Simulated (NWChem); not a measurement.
Molecule: CH5F2NSi; SMILES N[Si@@H](F)CF

```xyz
10

N     -1.6208     0.6412     0.1118
Si     0.0311     0.4873    -0.3278
F      1.0357     1.5970     0.3716
C      0.7013    -1.1779     0.2896
F      0.0195    -2.2321    -0.3165
H     -1.9567     0.4124     1.0492
H     -2.2416     1.2998    -0.3615
H      0.1313     0.6726    -1.8079
H      0.5952    -1.2540     1.3981
H      1.7909    -1.2660     0.0721
```
Atoms are numbered in this order, from 1.

Computed with NWChem. Coordinates come from a PBE-D3(BJ)/def2-SVP optimisation. Atomic charges in e: unrestrained fits to the electrostatic potential beside Mulliken populations; buried atoms are poorly determined by the fit.

### Question
Predict the results for B3LYP/def2-SVP. Quantities: ESP N1; Mulliken N1; ESP Si2; Mulliken Si2; ESP F3; Mulliken F3; ESP C4; Mulliken C4; ESP F5; Mulliken F5; relative RMS misfit of the potential (%).

### Answer
The ESP N1 is -0.89, the Mulliken N1 is -0.37 and the ESP Si2 is 0.86. The Mulliken Si2 is 0.73 and the ESP F3 is -0.38. The Mulliken F3 comes out as -0.36 and the ESP C4 is 0.09. The Mulliken C4 is 0.06 and the ESP F5 is -0.28. The Mulliken F5 is -0.28. The relative RMS misfit of the potential (%) comes out as 23.
